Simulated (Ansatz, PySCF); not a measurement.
Lewis adduct: GaH3 (SMILES [GaH3]) (first 4 atoms) with H2O (SMILES O); geometry from B3LYP-D3(BJ)/def2-TZVP, rigid monomers moved along the line of their centres of mass till Ga1···O5 is 2.56 Å.
(charge 0, multiplicity 1):
```xyz
7

Ga     0.39670    -0.37608     0.68516
H      1.88290    -0.09762     1.12265
H     -0.22924    -1.81110     0.85260
H     -0.28719     0.62613    -0.33038
O     -0.68772     0.61568     2.78117
H     -1.64945     0.54333     2.74266
H     -0.48297     1.55456     2.87195
```

Interaction energies are E(AB) − E(A) − E(B) at the monomers' geometry in the complex; basis-set methods are counterpoise corrected.

Cores are frozen in the correlated methods. Filled d and f shells under p-block atoms count as core. CBS(a, b) extrapolates the correlation energy as X⁻³ and adds the Hartree–Fock energy of set b.

Programs: Ansatz (Gaussian basis) for Hartree–Fock, density functionals and correlated methods; PySCF for the dispersion terms. Values without a source in brackets are computed.

PBE/def2-TZVPPD gives -11.34 kcal/mol for the interaction energy.

Q: Predict the shift from PBE, with its sign, for: PBE-D3(BJ)/def2-TZVPPD, r2SCAN/def2-TZVPPD, B3LYP/def2-TZVPPD, wB97M-V/def2-TZVPPD, MP2/CBS(aug-cc-pVDZ, aug-cc-pVTZ), CCSD(T)/CBS(aug-cc-pVDZ, aug-cc-pVTZ).

A: PBE-D3(BJ)/def2-TZVPPD -0.78; r2SCAN/def2-TZVPPD -1.73; B3LYP/def2-TZVPPD 0.90; wB97M-V/def2-TZVPPD -1.11; MP2/CBS(aug-cc-pVDZ, aug-cc-pVTZ) -0.82; CCSD(T)/CBS(aug-cc-pVDZ, aug-cc-pVTZ) -0.76 kcal/mol. 1 of 6 lie above PBE; the widest gap is to r2SCAN/def2-TZVPPD.

Ansatz is an electronic-structure program.
